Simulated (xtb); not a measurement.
C₄H₃O, doublet, at a GFN2-xTB geometry, atoms displaced at random by about 0.06 Å a coordinate; GFN2-xTB in xtb 6.7.1.

Here is a job for xtb.
```
$ xtb mol.xyz --gfn 2 --chrg 0 --uhf 1 --ohess --json

# file mol.xyz
8

O     -0.07354792     0.12279427     1.11684353
C      0.17033197     1.17977092     0.39796488
C     -0.08547951    -1.04715435     0.36475937
C      0.06145977     0.94360175    -0.99169645
C     -0.03685094    -0.60000135    -0.90601241
H     -0.10298443    -1.96422341     0.90780121
H      0.03387757     1.47036234    -1.72709620
H     -0.04164325    -1.31571978    -1.82198026
```

It wrote (shortened):

```
   ID    Z sym.   atoms
    1    8 O      1
    2    6 C      2-5
    3    1 H      6-8

           -------------------------------------------------
          |                Calculation Setup                |
           -------------------------------------------------

           -------------------------------------------------
          |                 G F N 2 - x T B                 |
           -------------------------------------------------

          ...................................................
          :                      SETUP                      :
          :.................................................:
          :  # basis functions                  23          :
          :  # atomic orbitals                  23          :
          :  # shells                           13          :
          :  # electrons                        25          :
          :  max. iterations                   250          :
          :  Hamiltonian                  GFN2-xTB          :
          :  restarted?                      false          :
          :  GBSA solvation                  false          :
          :  PC potential                    false          :
          :  electronic temp.          300.0000000     K    :
          :  accuracy                    1.0000000          :
          :  -> integral cutoff          0.2500000E+02      :
          :  -> integral neglect         0.1000000E-07      :
          :  -> SCF convergence          0.1000000E-05 Eh   :
          :  -> wf. convergence          0.1000000E-03 e    :
          :  Broyden damping             0.4000000          :
          :  net charge                          0          :
          :  unpaired electrons                  1          :
          ...................................................

 iter      E             dE          RMSdq      gap      omega  full diag
   1    -14.1602610 -0.141603E+02  0.518E+00    4.15       0.0  T
   2    -14.1667514 -0.649040E-02  0.355E+00    4.20       1.0  T
   3    -14.1532770  0.134744E-01  0.212E+00    4.09       1.0  T
   4    -14.1797243 -0.264474E-01  0.366E-01    4.23       1.0  T
   5    -14.1804677 -0.743348E-03  0.175E-01    4.13       1.0  T
   6    -14.1806333 -0.165598E-03  0.603E-02    4.16       1.0  T
   7    -14.1806424 -0.912343E-05  0.328E-02    4.16       1.1  T
   8    -14.1806439 -0.149059E-05  0.119E-02    4.16       3.0  T
   9    -14.1806446 -0.693547E-06  0.436E-03    4.16       8.1  T
[...]
         :: total energy             -13.973667949577 Eh    ::
 * total energy  :   -13.9736679 Eh     change       -0.6378365E-10 Eh
 * total energy  :   -14.0194700 Eh     change       -0.4580202E-01 Eh
 * total energy  :   -14.0244080 Eh     change       -0.4937994E-02 Eh
 * total energy  :   -14.0247125 Eh     change       -0.3044875E-03 Eh
 * total energy  :   -14.0248122 Eh     change       -0.9977785E-04 Eh
 * total energy  :   -14.0248498 Eh     change       -0.3761493E-04 Eh
 * total energy  :   -14.0248660 Eh     change       -0.1613835E-04 Eh
 * total energy  :   -14.0248703 Eh     change       -0.4287433E-05 Eh
   *** GEOMETRY OPTIMIZATION CONVERGED AFTER 8 ITERATIONS ***
         :: total energy             -14.024870269951 Eh    ::
[...]
          :  rotational number                       1      :
          :  scaling factor                  1.0000000      :
          :  rotor cutoff                   50.0000000 cm⁻¹ :
          :  imag. cutoff                  -20.0000000 cm⁻¹ :
          :.................................................:

    mode    ω/cm⁻¹     T·S(HO)/kcal·mol⁻¹    T·S(FR)/kcal·mol⁻¹   T·S(vib)
   ------------------------------------------------------------------------
   ------------------------------------------------------------------------

   temp. (K)  partition function   enthalpy   heat capacity  entropy
                                   cal/mol     cal/K/mol   cal/K/mol   J/K/mol
 298.15  VIB   1.38                  615.718      7.402      2.712
         ROT  0.387E+05              888.752      2.981     23.976
         INT  0.536E+05             1504.471     10.383     26.688
         TR   0.531E+27             1481.254      4.968     38.510
         TOT                        2985.7246    15.3507    65.1973   272.7854

       T/K    H(0)-H(T)+PV         H(T)/Eh          T*S/Eh         G(T)/Eh
   ------------------------------------------------------------------------
    298.15    0.475805E-02    0.603286E-01    0.309773E-01    0.293512E-01
   ------------------------------------------------------------------------

         :::::::::::::::::::::::::::::::::::::::::::::::::::::
         ::                  THERMODYNAMIC                  ::
         :::::::::::::::::::::::::::::::::::::::::::::::::::::
         :: total free energy         -13.995519032588 Eh   ::
         ::.................................................::
         :: total energy              -14.024870269953 Eh   ::
         :: zero point energy           0.055570509327 Eh   ::
         :: G(RRHO) w/o ZPVE           -0.026219271962 Eh   ::
         :: G(RRHO) contrib.            0.029351237365 Eh   ::
         :::::::::::::::::::::::::::::::::::::::::::::::::::::

optimized geometry written to: xtbopt.xyz

           -------------------------------------------------
          | TOTAL ENERGY              -14.024870269953 Eh   |
          | TOTAL ENTHALPY            -13.964541705627 Eh   |
          | TOTAL FREE ENERGY         -13.995519032588 Eh   |
          | GRADIENT NORM               0.000663149207 Eh/α |
          | HOMO-LUMO GAP               4.192427103799 eV   |
           -------------------------------------------------

normal termination of xtb
```
